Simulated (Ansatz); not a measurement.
Consider the formal exchange of groups at the Se–Ge bond: `[F][Ge]([F])([F])[SeH]` + `CC(C)=N` → `CC(=N)C[SeH]` + `[F][GeH]([F])[F]`.

Gas-phase electronic energies from Ansatz, PBE0-D4/def2-TZVP geometries. CBS: MP2 limit from def2 TZ/QZ plus the TZ coupled-cluster correction, frozen cores. DFT in def2-TZVPP. For Ge, Se outer-core shells are correlated without core-valence functions, which leaves a few kJ/mol of doubt a bond. Scalar relativity is left out up to krypton. Each species was taken in one conformer, which may not be the lowest.

CCSD(T)/CBS gives +23.7 kcal/mol.

(1) Another level gave +23.1 kcal/mol. Which?
A. CCSD(T)/def2-TZVPP
B. RPA@PBE/def2-TZVPP
C. r2SCAN0/def2-TZVPP
D. PBE0-D4/def2-TZVPP

Largest T1 diagnostic among the species: 0.012.

Results:

(1) A. CCSD(T)/def2-TZVPP 23.1, PBE0-D4 25.0, r2SCAN0 25.9, RPA@PBE/def2-TZVPP 21.9 kcal/mol.

The D4 term adds −0.8 kcal/mol with B3LYP and −0.5 kcal/mol with PBE0; it sums over pairs of atoms, weighted by their polarisabilities, and B3LYP, whose exchange is more repulsive, gets the larger term. Leaving LDA and LC-ωPBE aside and taking each functional with its dispersion term where it has one, the values, not all of them listed here, spread over 1.9 kcal/mol, from revPBE-D4 to r2SCAN-D4. LDA lies −1.3 kcal/mol from PBE without D4.

B3LYP here is the variant with VWN-RPA as its local correlation; programs differ in this.
